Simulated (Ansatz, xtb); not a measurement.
# Relaxing a trial structure of F2GeHOSi

The starting geometry of this gas-phase doublet was built from a drawn formula by distance geometry and a force field; its bonds are those of `[F][Ge]1([F])[O][SiH]1`.

```xyz
6

F    -0.1382    1.2578    1.1800
F    -0.9492   -0.8438   -0.7400
Ge    0.0852   -0.3461    0.6441
O     1.7569   -0.5845    0.1291
Si    1.6977   -1.7381    1.3948
H     2.2523   -1.1106    2.6328
```

Q: Predict what becomes of its bonds when it is optimised with r2SCAN-D4/def2-SVP.

A: It keeps its bonds, and is `[F][Ge]1([F])[O][SiH]1`.

The energy falls by 0.40 eV over 8 steps:

```tsv
step	E − E(last) (eV)
1	0.400
2	0.113
3	0.021
4	0.009
5	0.000
6	0.000
7	0.000
8	0.000
```

Final geometry (Å):

```yaml
atoms:
  - { symbol: F, position_ang: [-0.3071, 1.3118, 0.9147] }
  - { symbol: F, position_ang: [-0.9553, -0.7289, -0.7273] }
  - { symbol: Ge, position_ang: [-0.0382, -0.3839, 0.6985] }
  - { symbol: O, position_ang: [1.7894, -0.5452, 0.2226] }
  - { symbol: Si, position_ang: [1.7229, -1.6886, 1.4404] }
  - { symbol: H, position_ang: [2.4930, -1.3306, 2.6920] }
```

From the same start GFN2-xTB ends elsewhere, differing in Ge3–O4 (2.35 against 1.90 Å here), Ge3–Si5 (3.17 against 2.31 Å here).

No frequencies were run, so the end isn't proven a minimum. Open shells are spin-unrestricted. Run with Ansatz 0.2.0, 30 s on 2 threads of Intel(R) Xeon(R) 6975P-C (Granite Rapids), on a shared host.
